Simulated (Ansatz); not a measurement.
The same path of BH5N2 + H2O (11 atoms, charge 0, multiplicity 1) was run twice with different band settings. Lost on the way: B1–N2, O9–H11. Made: B1–O9, N2–H11.

Level of theory: RKS B3LYP/6-31G* (Ansatz 0.2.0).

Relaxed end points:

```xyz
11
Properties=species:S:1:pos:R:3
B 0.113 -0.448 0.082
N 0.190 -0.162 1.487
H -0.647 -0.164 2.059
H 1.004 -0.451 2.010
H 1.094 -0.847 -0.481
N -1.072 -0.223 -0.645
H -1.864 0.263 -0.241
H -1.134 -0.370 -1.640
O -1.618 2.193 1.218
H -1.491 2.764 0.444
H -0.748 1.762 1.327
```

```xyz
11
Properties=species:S:1:pos:R:3
B -0.818 0.855 -1.131
N -0.198 0.545 2.552
H -1.058 0.524 3.100
H 0.282 -0.337 2.722
H -0.958 1.364 -2.210
N -0.888 -0.560 -1.049
H -1.054 -1.135 -1.860
H -0.790 -1.085 -0.190
O -0.597 1.673 -0.064
H -0.479 1.196 0.791
H 0.386 1.275 2.958
```

Common settings: spring 5.0 eV/Å²; optimiser quadratic models (default); start path through a guess of the saddle point; force threshold 0.05 eV/Å; iteration limit 60; end points relaxed.

| run | movable images | climbing image |
| --- | --- | --- |
| 1 | 7 | yes |
| 2 | 6 | no |

**Question.** What does each run give, and how far can it be trusted?

**Answer.** Run 1: converged after 30 iterations, highest image 1.090 eV above the first end. A vibrational analysis at the climbing image gives one clearly imaginary mode, 1264i cm⁻¹: a first-order saddle point.
Run 2: converged after 30 iterations, highest image 0.646 eV above the first end. No image climbed, so the highest image needn't sit at the top of the path. A band with more images between the same ends climbed to 1.09 eV, so this one has probably stepped over the top.
The orbitals stay closed-shell, which can raise the energy where a bond breaks towards radicals; this wasn't checked here.
